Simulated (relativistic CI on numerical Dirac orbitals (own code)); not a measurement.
Calculated at this level of theory: Dirac-Coulomb-Breit CI, KLI orbitals optimised for each configuration, QED by a radiative potential, unscaled Slater integrals (own radial code, finite nucleus).

The strongest absorption lines from the ground level of an ion, among the configurations computed and to levels below about 415 eV (vacuum wavelength in nm, gf): 3.8977 (2.4), 4.1525 (3.9), 4.8081 (0.62), 4.8502 (6.5), 4.9329 (0.51), 5.2662 (1.4), 5.9214 (0.75), 6.0690 (0.73).

Which ion is it?
A. Lu33+
B. Ir39+
C. Hg42+
D. Ir41+

B. Ir39+ has 38 electrons and the ground level 4s2 4p6 4d2 3F_2; the strongest line goes to 4s2 4p6 4d 4f 3G°_3. The pattern of lines fixes the number of electrons, and along that sequence the line energies rise steadily with the charge (about as its square where n changes within one kind of shell, about linearly where n is kept but much faster in heavy ions where fine structure, which grows about as Z⁴, sets the gap, and irregularly where shells cross), which fixes Z. Configurations outside the model, such as inner-shell arrays, can give stronger lines. At this charge energies of transitions that change n are usually good to better than 1 %, and those within a shell (Δn = 0) to a few per cent. Terms inside the open d or f shell come out 10 to 20 % too wide with unscaled integrals.

LS names give the leading component of a level, which can be under half, so a name can repeat, a term be missing and a line seem to break the LS rules.
